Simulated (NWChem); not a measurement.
## Relativistic effects in germanium monotelluride (GeTe)

```xyz
2

Ge     0.0000     0.0000     1.4649
Te     0.0000     0.0000    -0.9015
```
Charge 0, spin multiplicity 1.

All runs are NWChem calculations. All single points use one geometry, from B3LYP/def2-SVP with def2 effective core potentials on Te, a minimum by its harmonic frequencies.

Functional B3LYP, all-electron basis x2c-SVPall-2c, contracted for the X2C Hamiltonian and used here with ZORA. The ion keeps the geometry and has multiplicity 2 in the scalar run; the spin-orbit run starts from the same electron counts.

The cost column gives rough processor time relative to scalar ZORA; each entry includes its own SCF.

B3LYP has NWChem's definition, with VWN1-RPA local correlation. The stability of the SCF solutions was not checked.

```
Hamiltonian      ΔSCF ionisation energy (eV)  HOMO (eV)  LUMO (eV)  gap (eV)  relative cost
---------------  ---------------------------  ---------  ---------  --------  -------------
scalar ZORA                             9.52      -6.66      -2.66      4.00              1
spin-orbit ZORA                            …          …          …         …        under 3
```

### Question
Fill in the missing entries.

### Answer

- spin-orbit ZORA, ΔSCF ionisation energy (eV): 9.15
- spin-orbit ZORA, HOMO (eV): -6.46
- spin-orbit ZORA, LUMO (eV): -2.76
- spin-orbit ZORA, gap (eV): 3.70
